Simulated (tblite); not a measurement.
Species: C4H12BF3N2.
Numbering: `[CH3:1][CH2:2][B@H-:3]([NH3+:4])[NH:5][CH2:6][C:7]([F:8])([F:9])[F:10]` (hydrogens: H11, H12, H13 on C1; H14, H15 on C2; H16 on B3; H17, H18, H19 on N4; H20 on N5; H21, H22 on C6)

Computed with GFN2-xTB (tblite), gas phase: L-BFGS steps from a force-field or distance-geometry start until the largest atomic force falls under 0.01 eV/Å.

Step 105: E = -979.0631 eV
```
atom  x, y, z in Å  |  force x, y, z in eV/Å
C1     -2.3520   -1.3342   -0.3783    0.006   0.056   0.010
C2     -2.0100    0.1518   -0.5097   -0.009   0.129  -0.029
B3     -0.6550    0.5848    0.2772    0.008   0.003  -0.004
N4     -0.0963    2.0457   -0.5973    0.001  -0.099   0.005
N5      0.4406   -0.3662    0.1409   -0.005   0.023   0.024
C6      1.4789   -0.5941    1.0896    0.049  -0.002  -0.015
C7      2.8424   -0.5124    0.3899   -0.020   0.019  -0.056
F8      2.9883    0.6659   -0.2590    0.002  -0.108   0.076
F9      3.9035   -0.6238    1.2081   -0.131   0.026   0.005
F10     2.9843   -1.4721   -0.5420   -0.002   0.108   0.059
H11    -3.2886   -1.5591   -0.8874   -0.018  -0.036   0.033
H12    -1.5718   -1.9479   -0.8261   -0.051  -0.002   0.053
H13    -2.4484   -1.6105    0.6698    0.006  -0.002  -0.045
H14    -2.8644    0.7284   -0.1438    0.022  -0.026  -0.014
H15    -1.9357    0.3720   -1.5794    0.023   0.005  -0.017
H16    -0.7699    1.0269    1.3748   -0.032  -0.055  -0.018
H17    -0.0304    1.8369   -1.5857   -0.028  -0.050  -0.031
H18     0.8264    2.2715   -0.2469    0.026   0.020   0.035
H19    -0.7392    2.8122   -0.4435    0.005  -0.003   0.014
H20     0.4282   -1.0519   -0.5953   -0.016  -0.002   0.006
H21     1.4424    0.1787    1.8630    0.043  -0.043  -0.040
H22     1.4165   -1.5827    1.5803    0.120   0.038  -0.051
```

Step 106: E = -979.0665 eV
```
atom  x, y, z in Å  |  force x, y, z in eV/Å
C1     -2.3542   -1.3312   -0.3820   -0.032   0.134  -0.029
C2     -2.0112    0.1539   -0.5045   -0.031   0.222  -0.033
B3     -0.6564    0.5820    0.2827    0.032  -0.028  -0.050
N4     -0.0807    2.0292   -0.6079   -0.017  -0.155   0.006
N5      0.4238   -0.3853    0.1650    0.050   0.011  -0.011
C6      1.4799   -0.6039    1.0950    0.011  -0.008   0.041
C7      2.8362   -0.4935    0.3900   -0.054  -0.029  -0.043
F8      2.9633    0.6896   -0.2448   -0.004   0.033  -0.032
F9      3.8998   -0.5925    1.2028   -0.055  -0.026   0.063
F10     2.9874   -1.4427   -0.5510    0.017   0.087   0.038
H11    -3.2947   -1.5448   -0.8843   -0.077  -0.070  -0.020
H12    -1.5801   -1.9389   -0.8446   -0.028  -0.049   0.077
H13    -2.4512   -1.6106    0.6633    0.053  -0.044   0.003
H14    -2.8620    0.7321   -0.1318    0.011  -0.047  -0.002
H15    -1.9430    0.3882   -1.5717    0.034  -0.029  -0.032
H16    -0.7752    1.0380    1.3695   -0.017  -0.029   0.069
H17    -0.0201    1.8105   -1.5928   -0.043  -0.062  -0.102
H18     0.8444    2.2540   -0.2682    0.079   0.048   0.088
H19    -0.7232    2.7942   -0.4567   -0.018   0.065   0.020
H20     0.4263   -1.0586   -0.5830   -0.040   0.007   0.003
H21     1.4444    0.1489    1.8867    0.007   0.017  -0.046
H22     1.4362   -1.5991    1.5672    0.123  -0.049  -0.009
```

Step 107: E = -979.0693 eV
```
atom  x, y, z in Å  |  force x, y, z in eV/Å
C1     -2.3626   -1.3219   -0.3963   -0.056   0.126  -0.054
C2     -2.0147    0.1660   -0.4847   -0.020   0.147  -0.062
B3     -0.6508    0.5739    0.2953    0.082  -0.017  -0.024
N4     -0.0443    1.9957   -0.6408    0.034  -0.154  -0.010
N5      0.3938   -0.4325    0.2124    0.099  -0.036  -0.048
C6      1.4749   -0.6348    1.1173    0.050  -0.008   0.064
C7      2.8211   -0.4496    0.3945   -0.050   0.038  -0.006
F8      2.8853    0.7566   -0.2192    0.003  -0.158   0.044
F9      3.9058   -0.5203    1.1851   -0.146   0.015   0.041
F10     3.0008   -1.3747   -0.5657   -0.031   0.150   0.034
H11    -3.3136   -1.5141   -0.8899   -0.057  -0.064   0.001
H12    -1.6036   -1.9258   -0.8921   -0.054  -0.001   0.132
H13    -2.4483   -1.6267    0.6443    0.080  -0.044  -0.058
H14    -2.8572    0.7333   -0.0826   -0.028  -0.018  -0.004
H15    -1.9627    0.4288   -1.5472    0.021  -0.037  -0.001
H16    -0.7561    1.0675    1.3685   -0.006  -0.054   0.033
H17     0.0021    1.7549   -1.6235   -0.056  -0.031  -0.013
H18     0.8895    2.2175   -0.3175   -0.003   0.034   0.069
H19    -0.6772    2.7716   -0.4964    0.031   0.018  -0.004
H20     0.4158   -1.0848   -0.5560   -0.069   0.049   0.049
H21     1.4146    0.0880    1.9376    0.050  -0.011  -0.113
H22     1.4771   -1.6494    1.5559    0.127   0.055  -0.070
```

Step 108: E = -979.0748 eV
```
atom  x, y, z in Å  |  force x, y, z in eV/Å
C1     -2.3597   -1.3171   -0.3939   -0.068   0.039  -0.019
C2     -2.0089    0.1688   -0.4936    0.032   0.011  -0.021
B3     -0.6495    0.5763    0.2922    0.064  -0.010  -0.018
N4     -0.0533    1.9950   -0.6308    0.053  -0.052  -0.014
N5      0.4007   -0.4234    0.2047    0.052  -0.037  -0.041
C6      1.4766   -0.6274    1.1135    0.018  -0.016   0.010
C7      2.8183   -0.4579    0.3916   -0.005   0.062   0.019
F8      2.8960    0.7436   -0.2244    0.017  -0.059   0.018
F9      3.8975   -0.5403    1.1865   -0.060   0.029   0.070
F10     2.9902   -1.3832   -0.5646   -0.009   0.040  -0.061
H11    -3.3102   -1.5197   -0.8857   -0.042  -0.028  -0.005
H12    -1.6003   -1.9285   -0.8795   -0.040   0.005   0.110
H13    -2.4467   -1.6155    0.6489    0.075  -0.024  -0.056
H14    -2.8523    0.7350   -0.1030   -0.114   0.073   0.030
H15    -1.9454    0.4180   -1.5552    0.012   0.001  -0.095
H16    -0.7594    1.0547    1.3703   -0.018  -0.019   0.065
H17    -0.0064    1.7592   -1.6159   -0.040  -0.016   0.037
H18     0.8783    2.2288   -0.3044   -0.044   0.002   0.031
H19    -0.6939    2.7652   -0.4816    0.053  -0.014  -0.024
H20     0.4172   -1.0785   -0.5593   -0.051   0.000   0.002
H21     1.4236    0.1017    1.9238    0.024   0.060  -0.016
H22     1.4773   -1.6353    1.5596    0.089  -0.045  -0.021
```

Task: Estimate the geometry and energy of step 109. (The exact step hangs on the optimiser's Hessian estimate; all steps are aligned on step 108, rigid shifts and turns removed.)

Result: E = -979.0800 eV, largest force 0.113 eV/Å
```
atom  x, y, z in Å  |  force x, y, z in eV/Å
C1     -2.3633   -1.3066   -0.3966   -0.079   0.036  -0.022
C2     -2.0109    0.1816   -0.4892   -0.031  -0.052  -0.005
B3     -0.6400    0.5726    0.2896    0.021  -0.028  -0.025
N4     -0.0410    1.9741   -0.6418    0.032   0.056   0.049
N5      0.3917   -0.4486    0.2110    0.026   0.005  -0.051
C6      1.4754   -0.6393    1.1127   -0.021  -0.018   0.010
C7      2.8129   -0.4421    0.3956    0.014   0.014   0.043
F8      2.8762    0.7619   -0.2088    0.012   0.049  -0.072
F9      3.8876   -0.5097    1.1962    0.009   0.001   0.113
F10     3.0057   -1.3603   -0.5634   -0.007   0.036  -0.086
H11    -3.3143   -1.5141   -0.8851   -0.049   0.015  -0.030
H12    -1.6055   -1.9186   -0.8824   -0.017   0.013   0.077
H13    -2.4496   -1.6146    0.6431    0.085   0.012  -0.023
H14    -2.8521    0.7442   -0.0796   -0.020   0.034  -0.041
H15    -1.9552    0.4403   -1.5520   -0.020  -0.018   0.008
H16    -0.7419    1.0569    1.3674   -0.012  -0.027   0.044
H17    -0.0053    1.7437   -1.6277    0.005  -0.048   0.009
H18     0.8886    2.2233   -0.3190   -0.050  -0.037  -0.005
H19    -0.6873    2.7398   -0.4884    0.055  -0.026  -0.022
H20     0.4091   -1.0989   -0.5572   -0.038   0.007   0.018
H21     1.4094    0.0843    1.9270    0.027   0.046  -0.001
H22     1.4994   -1.6501    1.5478    0.058  -0.072   0.012
```

The energy changes by -0.0052 eV. The first-order estimate −F·Δx gives -0.0085 eV and the mean of the old and new forces, exact on a quadratic surface, -0.0052 eV. The step makes an angle of 77° with the force vector and moves no atom by more than 0.034 Å.

The cost below is that of the whole relaxation. The run took 2.7 s on one thread, Arm Neoverse N1 (aarch64) (shared host).
